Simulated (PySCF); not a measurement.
C4H9FSi, SMILES FC1([SiH3])CCC1.

Geometry: PBE0-D3(BJ)/def2-SVP. The structure was generated by enumeration, and PubChem lists no compound with its InChIKey, so it may never have been made.

Computed with TDA-PBE/def2-SVPD in PySCF.

Vertical excitations.  State labels are in the subgroup Cs.

Computed lowest excited states:
| state | symmetry | energy (eV) | λ (nm) | f | main pairs |
|---|---|---|---|---|---|
| S1 | A' | 6.43 | 193 | 0.006 | HOMO→LUMO 91 % |
| S2 | A' | 6.76 | 183 | 0.048 | HOMO→LUMO+1 91 % |
| S3 | A" | 7.00 | 177 | 0.000 | HOMO→LUMO+3 97 % |
| S4 | A' | 7.18 | 173 | 0.125 | HOMO→LUMO+2 91 % |
| S5 | A" | 7.21 | 172 | 0.026 | HOMO−1→LUMO 98 % |
| S6 | A' | 7.22 | 172 | 0.052 | HOMO→LUMO+4 96 % |
| S7 | A" | 7.49 | 166 | 0.018 | HOMO−1→LUMO+1 99 % |
| S8 | A' | 7.63 | 163 | 0.005 | HOMO→LUMO+5 96 % |
| S9 | A" | 7.80 | 159 | 0.000 | HOMO→LUMO+6 97 % |
| S10 | A" | 7.81 | 159 | 0.005 | HOMO−1→LUMO+2 97 % |
| T1 | A' | 6.13 | 202 | 0 | HOMO→LUMO 95 % |
| T2 | A' | 6.40 | 194 | 0 | HOMO→LUMO+1 93 % |
| T3 | A' | 6.76 | 184 | 0 | HOMO→LUMO+2 96 % |
| T4 | A" | 6.81 | 182 | 0 | HOMO→LUMO+3 99 % |
Triplets are in the Tamm–Dancoff approximation.
